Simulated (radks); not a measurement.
Fractional charge and spin in the 5p shell of europium: the spin-up occupation runs from 2 to 3 and the spin-down occupation from 2 to 3; the fullest corner is Eu3+, [Kr] 4d10 4f(up 3, down 3) 5s2 5p(up 3, down 3). Method: scalar-relativistic Kohn-Sham, r2SCAN, spin-polarised, spherical densities, finite nucleus; meta-GGA in the generalised Kohn-Sham scheme; Fermi nuclear charge, rms radius of each element as measured or else 0.836 A^(1/3) + 0.57 fm; computed with a radial shooting solver on a logarithmic mesh with Libxc functionals. Energy (eV) minus the two flat planes that join the four corners (they meet along the diagonal where the two added fractions sum to one electron); zero is where a piecewise linear energy would lie.

| down \ up | 2 | 2.5 | 3 |
|---|---|---|---|
| 2 | 0.000 | -1.675 | 0.000 |
| 2.5 | -1.675 | 0.331 | -1.598 |
| 3 | 0.000 | -1.598 | 0.000 |

Corners above the fullest one (they belong to Eu4+ and the next ion): (up 3, down 2) 58.043 eV, (up 2, down 3) 58.043 eV, (up 2, down 2) 130.51 eV. With half an added electron in each spin the energy lies 0.331 eV from the planes, and with half an added electron in spin up alone -1.675 eV. The planes are only a guide here: the flat-plane condition holds for ground states with one frontier orbital, while this shell lies below other occupied shells, so the corners above the fullest one are inner-hole states and not the ground states of those ions.
